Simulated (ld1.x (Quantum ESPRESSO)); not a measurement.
# mercury (Hg): excitation energies, all-electron against TM

* Element: mercury
* Generator: ld1.x (Quantum ESPRESSO) 7.5
* Type: norm-conserving Troullier–Martins (Kleinman–Bylander form)
* Functional: PBEsol
* Relativity: scalar-relativistic
* Frozen core: [Xe] 4f14 5d10
* Valence charge: 2
* Reference configuration: 6s1 6p1
* Partial waves: 6p (bound): rc 2.45 bohr; 6d channel at 0.2 Ry: rc 2.45 bohr; 6s (bound): rc 1.75 bohr
* Local potential: the s channel
* Core correction: Bessel-smoothed model core inside 0.85 bohr

Energies are relative to the spin-unpolarised reference configuration 6s1 6p1; without spin polarisation the order of configurations can differ from experiment.

```csv
valence configuration,charge,ΔE all-electron (eV),error AE − PS (meV)
6s2 6p0,0,-6.128,-72
6s1 6p0,+1,4.612,-52
6s0 6p1,+1,12.121,-198
6s0 6p2,0,6.583,-71
```

Problem. What are ΔE and the potential's error for 6s1.5 6p0?

Solution. ΔE = -1.745 eV all-electron; the error (AE − PS) is -7.6 meV.

Levels in the configuration 6s0 6p2:

| level | all-electron (eV) | pseudo (eV) |
| --- | --- | --- |
| 6p | -2.890 | -2.936 |

Note: ghost state, extra bound levels that the all-electron valence spectrum of the same l lacks: d at -16.7 eV. A true bound ghost makes a file unfit for plane-wave use.
